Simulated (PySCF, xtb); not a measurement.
disilicic acid (H6O7Si2), SMILES O[Si](O)(O)O[Si](O)(O)O.

GFN2-xTB (xtb) at its own geometry gives an orbital gap of 9.78 eV and a dipole moment of 2.53 D.

Geometry: PBE0-D3(BJ)/def2-SVP. Other conformers were not sampled.

Question: What does CAM-B3LYP/def2-SVP in PySCF give? (Estimate from the structure and the level; the computed values follow.)

Answer: gap 11.59 eV (levels -9.95 and 1.63 eV), dipole 1.65 D.
